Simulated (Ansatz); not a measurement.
Ge nanocrystals, cubic, H-capped: PBE0-D4/def2-SVP single points in Ansatz on relaxed structures, gas phase. Binding counts from free atoms in the multiplicity of their measured ground term, without zero-point energy. The structures are stationary points that may keep the symmetry of their start.

```tsv
species	atoms	state	geometry	HOMO (eV)	LUMO (eV)	gap (eV)	binding per atom (eV)	point group (within 0.1 Å)
Ge6H12, rod	18	singlet	PBE0-D4/def2-SVP	-7.62	-0.28	7.34	2.74	D3d
Ge9H16	25	singlet	r2SCAN-D4/def2-SVP	-7.54	-0.60	6.94	2.79	C2v
Ge10H16	26	singlet	PBE-D4/def2-SVP	-7.56	-0.72	6.84	2.84	Td
Ge13H20	33	singlet	PBE-D4/def2-SVP	-7.14	-0.81	6.33	2.86	Cs
Ge14H20	34	singlet	PBE-D4/def2-SVP	-7.04	-0.82	6.22	2.89	D3d
Ge14H24, disc	38	singlet	r2SCAN-D4/def2-SVP	-7.13	-0.86	6.27	2.81	Cs
Ge17H24	41	singlet	r2SCAN-D4/def2-SVP	-6.87	-1.04	5.83	2.90	–
Ge19H28	47	singlet	PBE-D4/def2-SVP	-6.89	-1.18	5.71	2.89	C3v
Ge19H28, rod	47	singlet	PBE-D4/def2-SVP	-7.06	-1.06	6.00	2.88	D2d
Ge20H28	48	singlet	PBE-D4/def2-SVP	-6.83	-1.24	5.59	2.91	C2
Ge20H30	50	singlet	PBE-D4/def2-SVP	-6.97	-1.43	5.53	2.88	D3d
Ge22H28	50	singlet	r2SCAN-D4/def2-SVP	-6.79	-1.11	5.68	2.96	C3v
Ge23H32	55	singlet	PBE-D4/def2-SVP	-6.81	-1.26	5.55	2.92	–
Ge24H32	56	singlet	r2SCAN-D4/def2-SVP	-6.77	-1.22	5.55	2.94	Cs
```

The gap (eV) runs from 5.53 (Ge20H30) to 7.34 (Ge6H12, rod). The binding per atom (eV) runs from 2.74 (Ge6H12, rod) to 2.96 (Ge22H28).
